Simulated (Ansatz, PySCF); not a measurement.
This PySCF input computes a r2SCAN/def2-TZVPD energy:

```python
from pyscf import gto, scf, dft

mol = gto.M(
    atom='''
    C    -1.81218320   -0.07437759    0.06289324
    C    -0.69933297   -1.06281464    0.05701123
    C     0.60559246   -0.77883360    0.00442750
    C     1.11177589    0.55096639   -0.05458415
    N     1.53455686    1.62270152   -0.10263921
    H    -1.44971488    0.95155968    0.01830297
    H    -2.47816369   -0.24824584   -0.78690246
    H    -2.41965627   -0.19279634    0.96448427
    H    -0.97615882   -2.11104047    0.09944615
    H     1.34668257   -1.56803100    0.00465665
    ''',
    basis='def2-tzvpd',
    charge=0,
    spin=0,
    verbose=4,
)

mf = dft.RKS(mol, xc='r2scan').density_fit(auxbasis='def2-universal-jkfit')
mf.grids.level = 4
mf.conv_tol = 1e-9
mf.max_cycle = 100
mf.max_memory = 1500
mf.kernel()
if not mf.converged:
    mf = mf.newton()
    mf.kernel(mf.make_rdm1())
mf.analyze()
```

### Question
Write an input for the same energy in Ansatz (an electronic-structure program) and say what it gives.

### Answer

Ansatz 0.2 input:
```yaml
crystal:
  periodic: [false, false, false]
  atoms:
    - {symbol: C, position_ang: [-1.81218320, -0.07437759, 0.06289324]}
    - {symbol: C, position_ang: [-0.69933297, -1.06281464, 0.05701123]}
    - {symbol: C, position_ang: [0.60559246, -0.77883360, 0.00442750]}
    - {symbol: C, position_ang: [1.11177589, 0.55096639, -0.05458415]}
    - {symbol: N, position_ang: [1.53455686, 1.62270152, -0.10263921]}
    - {symbol: H, position_ang: [-1.44971488, 0.95155968, 0.01830297]}
    - {symbol: H, position_ang: [-2.47816369, -0.24824584, -0.78690246]}
    - {symbol: H, position_ang: [-2.41965627, -0.19279634, 0.96448427]}
    - {symbol: H, position_ang: [-0.97615882, -2.11104047, 0.09944615]}
    - {symbol: H, position_ang: [1.34668257, -1.56803100, 0.00465665]}
basis:
  gaussian:
    orbitals: def2-TZVPD
hamiltonian:
  xc: {name: r2SCAN}
output: {forces: true}
```
It gives -210.10266 Eh, and PySCF -210.10272 Eh, a difference of 0.06 mEh, from the treatment of integrals and grids.
